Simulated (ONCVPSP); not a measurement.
## Which change was made? (Cl, ONCV)

* Element: chlorine (Cl)
* Generator: ONCVPSP 4.0.1
* Type: optimised norm-conserving Vanderbilt (ONCV)
* Functional: BLYP
* Relativity: scalar-relativistic
* Frozen core: [Ne]
* Valence charge: 7
* Reference configuration: 3s2 3p5
* Partial waves: 3s: rc 1.15 bohr, ncon 4, nbas 8, qcut 6.2 1/bohr, 2 projectors, debl 1.5 Ha; 3p: rc 1.55 bohr, ncon 5, nbas 9, qcut 5.8 1/bohr, 2 projectors, debl 4 Ha
* Local potential: polynomial inside 0.80 bohr (lpopt 5, dvloc0 0 Ha)
* Core correction: none

Cutoffs, loose and tight: the cutoffs (Ha) at which the residual kinetic energy of the hardest occupied pseudo-wave falls to 1 and 0.1 mHa per electron. They do not see the model core or the augmentation charge, which bear on the density cutoff. Test errors are all-electron minus pseudo excitation energies from the reference, over the configurations 3s2 3p4; 3s2 3p3; 3s2 3p2; 3s2 3p1; variants that change the core or the reference have their own tests.

The base gives: outcome: generated; cutoff, loose: 16 Ha; cutoff, tight: 48 Ha; bound ghosts: none; GHOST(+) flags above zero: s; largest test error (meV): +189.

**Question.** After one change the result is: outcome: generated; cutoff, loose: 16 Ha; cutoff, tight: 47 Ha; bound ghosts: none; GHOST(+) flags above zero: s; largest test error (meV): +12. Which change was it?
A. reference 3s1 3p6
B. all radii scaled by about 1.29 (s 1.48, p 2.00 bohr); local potential polynomial inside 1.04 bohr (lpopt 5, dvloc0 0 Ha)
C. s: qcut 7.1; p: qcut 6.6

**Answer.** A. The others give: all radii scaled by about 1.29 (s 1.48, p 2.00 bohr); local potential polynomial inside 1.04 bohr (lpopt 5, dvloc0 0 Ha) → outcome: generated; cutoff, loose: 15 Ha; cutoff, tight: 20 Ha; bound ghosts: none; GHOST(+) flags above zero: s; largest test error (meV): +129 | s: qcut 7.1; p: qcut 6.6 → outcome: generated; cutoff, loose: 16 Ha; cutoff, tight: 62 Ha; bound ghosts: s; GHOST(+) flags above zero: none; largest test error (meV): +189.
